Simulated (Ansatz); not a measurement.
`FBN([SiH3])[SiH3]` + `O[SiH](Br)O[SiH3]` → `[SiH3]O[SiH](Br)O[SiH3]` + `FBN[SiH3]`  (ligand exchange at the Si–N bond)

Computed with Ansatz on PBE0-D4/def2-TZVP structures; ΔE is electronic, products minus reactants. CCSD(T)/CBS is the MP2 limit (def2-TZVPP, def2-QZVPP) plus CCSD(T) − MP2 in def2-TZVPP, frozen cores. Functionals use def2-TZVPP. B3LYP here is the variant with VWN-RPA as its local correlation; programs differ in this. For Br outer-core shells are correlated without core-valence functions, which leaves a few kJ/mol of doubt a bond. Scalar relativity is left out up to krypton. Each species was taken in one conformer, which may not be the lowest.

`FBN([SiH3])[SiH3]`:

```xyz
12

F     0.320   -2.548    0.247
B     0.142   -1.545   -0.621
N     0.020   -0.234   -0.119
Si   -0.216    1.134   -1.184
Si    0.107    0.030    1.618
H     0.094   -1.814   -1.785
H     0.889    2.110   -1.005
H    -1.496    1.814   -0.859
H    -0.241    0.645   -2.582
H    -0.985   -0.687    2.318
H    -0.055    1.494    1.819
H     1.420   -0.399    2.154
```

`O[SiH](Br)O[SiH3]`:

Cartesian coordinates in Å:
```
O 1.205 0.806 2.009
Si 0.584 1.090 0.536
Br 2.163 0.829 -1.014
O -0.626 0.084 0.170
Si -1.165 -1.069 -0.873
H 1.725 0.013 2.154
H 0.118 2.481 0.534
H -0.298 -2.271 -0.788
H -1.159 -0.546 -2.261
H -2.547 -1.417 -0.468
```

`[SiH3]O[SiH](Br)O[SiH3]`:

```xyz
13

Si   -2.369    0.761   -0.059
O    -1.258   -0.092   -0.924
Si    0.303   -0.193   -1.318
Br    1.139    1.864   -1.445
O     1.136   -1.019   -0.210
Si    1.992   -0.890    1.190
H    -2.603    2.077   -0.700
H    -3.622   -0.030   -0.047
H    -1.884    0.961    1.330
H     0.436   -0.849   -2.624
H     3.275   -0.192    0.933
H     2.250   -2.265    1.678
H     1.205   -0.135    2.197
```

`FBN[SiH3]`:

Cartesian coordinates in Å:
```
F 1.173 1.543 -0.803
B 1.276 0.833 0.326
N 0.311 -0.150 0.579
Si -1.046 -0.557 -0.446
H 2.184 1.066 1.069
H 0.414 -0.669 1.437
H -1.945 0.609 -0.626
H -0.587 -1.024 -1.777
H -1.779 -1.650 0.241
```

CCSD(T)/CBS gives -14.1 kcal/mol.

**Question.** Another level gave -13.8 kcal/mol. Which?
A. ωB97M-V/def2-TZVPP
B. B3LYP-D4/def2-TZVPP
C. HF/def2-TZVPP
D. PBE/def2-TZVPP

**Answer.** A. ωB97M-V -13.8, B3LYP-D4 -15.4, PBE -12.7, HF/def2-TZVPP -18.2 kcal/mol.

Largest T1 diagnostic among the species: 0.012.

In def2-TZVPP, CCSD(T) changes the Hartree–Fock value by +4.4 kcal/mol (the triples alone add +0.7 kcal/mol) and MP2 by +4.6 kcal/mol.
